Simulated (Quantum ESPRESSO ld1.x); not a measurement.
Problem. These are the eigenvalues of the occupied orbitals of an atom or ion with whole-number occupations (eV). Calculated with ld1.x of Quantum ESPRESSO 7.5: Dirac Kohn-Sham, relativistic LDA (MacDonald-Vosko exchange, VWN5 correlation), spin-unpolarised, spherical densities, point nucleus.

| orbital | eigenvalue |
|---|---|
| 1s1/2 | -40842.4 |
| 2s1/2 | -7247.07 |
| 2p1/2 | -6900.79 |
| 2p3/2 | -6457.34 |
| 3s1/2 | -2170.82 |
| 3p1/2 | -2023.87 |
| 3p3/2 | -1933.83 |
| 3d3/2 | -1678.10 |
| 3d5/2 | -1658.32 |
| 4s1/2 | -968.268 |
| 4p1/2 | -909.325 |
| 4p3/2 | -882.895 |

Which element is it, and in what charge state? The configuration may be excited. Open shells, if any, are shared by 2j + 1.

Solution. Z = 58, cerium, charge +26: Ce26+ in [Ar] 3d10 4s2 4p2. The list shows which subshells hold electrons but not how many an open one holds; the 1s level, -1500.9 hartree, gives Z - s = 54.8 by -(Z - s)^2/2, which with screening and relativity narrows Z to a few neighbours, and the depths of the outer levels then fix element, charge and occupations together.
